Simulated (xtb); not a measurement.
H12O6Zn, charge +2, singlet, at a GFN2-xTB geometry (such geometries of metal compounds can be far from the true shape); GFN2-xTB with GBSA(thf) (xtb).

Here is a job for xtb.
```
$ xtb mol.xyz --gfn 2 --chrg 2 --gbsa thf --json

# file mol.xyz
19

Zn    -0.00000000    -0.00000000     0.00000000
O     -0.68794774     1.64064429    -0.92214038
H     -1.49271480     1.70775651    -1.44990447
H     -0.27738361     2.51364239    -0.92277461
O      1.57056726     1.04144287     0.68120766
H      1.61931982     1.52897791     1.51224423
H      2.42176999     1.15066801     0.24051186
O      1.03700290    -0.48888826    -1.64345426
H      1.60028365    -1.26373687    -1.75753068
H      1.06793819     0.00582109    -2.47109831
O     -1.03700290     0.48888826     1.64345426
H     -1.60028365     1.26373687     1.75753068
H     -1.06793819    -0.00582109     2.47109831
O     -1.57056726    -1.04144287    -0.68120766
H     -1.61931982    -1.52897791    -1.51224423
H     -2.42176999    -1.15066801    -0.24051186
O      0.68794774    -1.64064429     0.92214038
H      0.27738361    -2.51364239     0.92277461
H      1.49271480    -1.70775651     1.44990447
```

Question: What does xtb print? Leave out banner, timings and long lists.

Answer: 
```
   ID    Z sym.   atoms
    1   30 Zn     1
    2    8 O      2, 5, 8, 11, 14, 17
    3    1 H      3, 4, 6, 7, 9, 10, 12, 13, 15, 16, 18, 19

           -------------------------------------------------
          |                Calculation Setup                |
           -------------------------------------------------

molecular fragmentation (1/2 indicates fragments):
1111111111111111222
# atoms in fragment 1/2:    16     3
 fragment masses (1/2) :      155.45       18.02
CMA distance (Bohr)    :   4.361
constraining FC (au)   :  0.0500

           -------------------------------------------------
          |                 G F N 2 - x T B                 |
           -------------------------------------------------

      * Solvation model:               GBSA
        Solvent                        thf
        Parameter file                 internal GFN2-xTB/GBSA
        Dielectric constant                7.6000E+00
        Reference state                gsolv [1 M gas/solution]
        Free energy shift                  3.3994E-03 Eh       2.1331E+00 kcal/mol
        Temperature                        2.9815E+02 K
        Density                            8.8300E-01 kg/L
        Solvent mass                       7.2106E+01 g/mol
        Interaction kernel             Still
        Born radius scaling (c1)           1.5128E+00
        Born radii integrator          GBOBC
        Born offset                        6.0704E-04 a0       1.1471E-03 AA
        H-bond correction              true
        Ion screening                  false
        Surface tension                    1.0000E-05 Eh       1.5569E+01 dyn/cm
        Grid points                               230 per atom

          ...................................................
          :                      SETUP                      :
          :.................................................:
          :  # basis functions                  40          :
          :  # atomic orbitals                  40          :
          :  # shells                           26          :
          :  # electrons                        48          :
          :  max. iterations                   250          :
          :  Hamiltonian                  GFN2-xTB          :
          :  restarted?                      false          :
          :  GBSA solvation                   true          :
          :  PC potential                    false          :
[...]
         :: total energy             -30.526302338395 Eh    ::
[...]

Wiberg/Mayer (AO) data.
largest (>0.10) Wiberg bond orders for each atom

 ---------------------------------------------------------------------------
     #   Z sym  total        # sym  WBO       # sym  WBO       # sym  WBO
 ---------------------------------------------------------------------------
     1  30 Zn   2.275 --    17 O    0.372     2 O    0.372    11 O    0.372
                             8 O    0.372     5 O    0.372    14 O    0.372
     2   8 O    2.155 --     4 H    0.834     3 H    0.834     1 Zn   0.372
     3   1 H    0.841 --     2 O    0.834
     4   1 H    0.841 --     2 O    0.834
     5   8 O    2.155 --     7 H    0.834     6 H    0.834     1 Zn   0.372
     6   1 H    0.841 --     5 O    0.834
     7   1 H    0.841 --     5 O    0.834
     8   8 O    2.155 --     9 H    0.834    10 H    0.834     1 Zn   0.372
     9   1 H    0.841 --     8 O    0.834
    10   1 H    0.841 --     8 O    0.834
    11   8 O    2.155 --    12 H    0.834    13 H    0.834     1 Zn   0.372
    12   1 H    0.841 --    11 O    0.834
    13   1 H    0.841 --    11 O    0.834
    14   8 O    2.155 --    16 H    0.834    15 H    0.834     1 Zn   0.372
    15   1 H    0.841 --    14 O    0.834
    16   1 H    0.841 --    14 O    0.834
    17   8 O    2.155 --    18 H    0.834    19 H    0.834     1 Zn   0.372
    18   1 H    0.841 --    17 O    0.834
    19   1 H    0.841 --    17 O    0.834
 ---------------------------------------------------------------------------

Topologies differ in total number of bonds
Writing topology from bond orders to xtbtopo.mol

molecular dipole:
                 x           y           z       tot (Debye)
 q only:        0.000       0.000       0.000
   full:        0.000       0.000       0.000       0.000
molecular quadrupole (traceless):
                xx          xy          yy          xz          yz          zz
 q only:       -0.001      -0.002      -0.007       0.005      -0.004       0.007
  q+dip:       -0.000      -0.001      -0.005       0.004      -0.003       0.005
   full:       -0.000      -0.001      -0.005       0.003      -0.003       0.005

           -------------------------------------------------
          | TOTAL ENERGY              -30.526302338395 Eh   |
          | GRADIENT NORM               0.008254563789 Eh/α |
          | HOMO-LUMO GAP               7.762485495967 eV   |
           -------------------------------------------------

normal termination of xtb
```
